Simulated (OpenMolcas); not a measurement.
Os4+: moving or changing the point charges

Os4+ among 6 point charges of -1.7 e arranged as an octahedron (Oh), 1.67 Å from the ion.

| Property | Result |
| --- | --- |
| Program | OpenMolcas 26.06 |
| Method | CASSCF |
| Basis | ANO-RCC-VDZP [7s6p4d2f1g] |
| Scalar Hamiltonian | DKH2, point nucleus |
| Active space | 4 electrons in 5 orbitals (5d) |
| State averaging | 2S+1 = 5 even, 5 roots; 2S+1 = 3 even, 45 roots; 2S+1 = 1 even, 50 roots |
| Spin-orbit coupling | state interaction with AMFI integrals over the reference wave functions |

Runs around this geometry, states (labels of O, the rotations of Oh). Energies in cm-1 above the lowest state or level, χT in cm3 K/mol; under a threefold ground state the first gap can be a small split of the lowest multiplet, not the spin-orbit step; 10Dq and B are least-squares fits to the states below 45000 cm-1, weighted by degeneracy, with a free offset, and given where the rms deviation is under 5 % of |10Dq| (or 100 cm-1) and under 700 cm-1.

| R (Å) | q (e) | Ground state | First state of that spin | 10Dq | B (rms of fit) | First gap with spin-orbit (degeneracies) | χT at 300 K | First state of another spin |
| --- | --- | --- | --- | --- | --- | --- | --- | --- |
| 1.81 | -0.85 | 5E | 5T2 7654 | 7950 | 857 (98) | 4449 (1, 3) | 0.079 | 3T1 12319 |
| 1.67 | -1.7 | 3T1 | 3E 19971 | 22915 | 805 (299) | 4732 (1, 3) | 0.138 | 5E 2329 |
| 1.9 | -1.7 | 5E | 5T2 12375 | 12869 | 843 (214) | 4568 (1, 3) | 0.102 | 3T1 7751 |

Taking |10Dq| as R^-n, n = -ln(12869 / 22915) / ln(1.9 / 1.67) = 4.5 between the shortest and longest distance. The point-charge formula for a cubic d site gives n = 5.

The ground state changes within this set.

Without dynamic correlation the repulsion within the d shell is too large (B by tens of per cent), so at a given field states of lower spin stand too high. Spin-orbit coupling mixes the spin-free states strongly: the lowest level takes only 42 % from its leading state, 5E (figures for R = 1.81, q = -0.85; the like holds for R = 1.67, q = -1.7, R = 1.9, q = -1.7). This field is weak: 10Dq is about 7950 cm-1, while octahedral complexes of 5d ions of charge 3 and more, computed by the same method with explicit ligands, had a median near 35000 cm-1. Ground spin and moment need not be those of a real site (figures for R = 1.81, q = -0.85; the like holds for R = 1.9, q = -1.7). This shell can be high or low spin here, a state of another spin lies low, and with metal d orbitals alone active their balance is uncertain, so the ground spin may be wrong (holds for R = 1.81, q = -0.85; R = 1.9, q = -1.7). Point charges give a weaker field than real ligands, and real ions of this kind are as a rule low spin; the high spin found here belongs to the model (holds for R = 1.81, q = -0.85; R = 1.9, q = -1.7). This shell can be high or low spin here, a state of another spin lies low, and with metal d orbitals alone active their balance is uncertain, so the ground spin may be wrong, although the usual error favours high spin (holds for R = 1.67, q = -1.7). Point charges carry no covalency, so the field is a model and not that of real ligands. No measured value stands beside these numbers.
